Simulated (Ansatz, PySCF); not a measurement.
This Ansatz (an electronic-structure program) input computes a CCSD(T)/cc-pVDZ energy:

Ansatz 0.2 input:
```yaml
crystal:
  periodic: [false, false, false]
  atoms:
    - {symbol: B, position_ang: [-0.77657967, 0.03230627, -0.00413419]}
    - {symbol: N, position_ang: [0.60979542, -0.02536793, 0.00324630]}
    - {symbol: H, position_ang: [-1.39837774, -0.98543134, -0.02544751]}
    - {symbol: H, position_ang: [-1.31189213, 1.09818051, 0.01101914]}
    - {symbol: H, position_ang: [1.19719081, 0.79223349, 0.02089926]}
    - {symbol: H, position_ang: [1.12740949, -0.88893853, -0.00852404]}
basis:
  gaussian:
    orbitals: cc-pVDZ
magnetization: {spin_polarized: false}
correlation: {method: ccsd_t, electrons: outside_noble_gas}
```

### Question
Write an input for the same energy in PySCF and say what it gives.

### Answer

```python
from pyscf import gto, scf, mp, cc as ccmod

mol = gto.M(
    atom='''
    B    -0.77657967    0.03230627   -0.00413419
    N     0.60979542   -0.02536793    0.00324630
    H    -1.39837774   -0.98543134   -0.02544751
    H    -1.31189213    1.09818051    0.01101914
    H     1.19719081    0.79223349    0.02089926
    H     1.12740949   -0.88893853   -0.00852404
    ''',
    basis='cc-pvdz',
    charge=0,
    spin=0,
    verbose=4,
)

mf = scf.RHF(mol)
mf.conv_tol = 1e-10
mf.max_cycle = 100
mf.kernel()
mp2 = mp.MP2(mf, frozen=2).run()
cc = ccmod.CCSD(mf, frozen=2)
cc.max_cycle = 100
cc.kernel()
et = cc.ccsd_t()
print(f'E(CCSD(T)) = {cc.e_tot + et:.9f}')
```
It gives -81.79941 Eh, and Ansatz -81.79941 Eh, a difference of 0.00 mEh.
